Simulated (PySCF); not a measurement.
C2H5ClFNSi, SMILES N[Si@H](Cl)/C=C/F.

The structure is a stationary point at TPSSh-D3(BJ)/def2-SVP. The structure was generated by enumeration; whether it is a known compound was not checked. The values are those of a single conformer.

Two levels are set side by side: TDA-PBE/def2-SVPD (PySCF) and TDA-M06-2X/def2-SVPD (PySCF). Vertical, same geometry. The lowest singlet is HOMO→LUMO 92 % with PBE and HOMO−1→LUMO 64 %, HOMO→LUMO 21 % with the other functional; states are paired by order. Differences are taken from unrounded values.

```tsv
quantity	TDA-M06-2X
lowest singlet excitation (eV)	6.87
lowest triplet excitation (TDA) (eV)	4.54
first bright state (f over 0.05) (eV)	7.34
its oscillator strength	0.13
```

Q: What does TDA-PBE give, and how far is it from TDA-M06-2X? (Estimate from the structure and the level; the computed values follow.)

A: 
```csv
quantity,TDA-PBE,TDA-PBE minus TDA-M06-2X
lowest singlet excitation (eV),5.04,-1.83
lowest triplet excitation (TDA) (eV),4.29,-0.25
first bright state (f over 0.05) (eV),6.45,-0.90
its oscillator strength,0.11,-0.02
```

A lower first singlet is the usual sign of a functional without exact exchange. Differences between two approximate levels are no errors against the true value.

Rough cost on one machine, each run with all the roots and properties that it gave: TDA-M06-2X against TDA-PBE about 10 times.
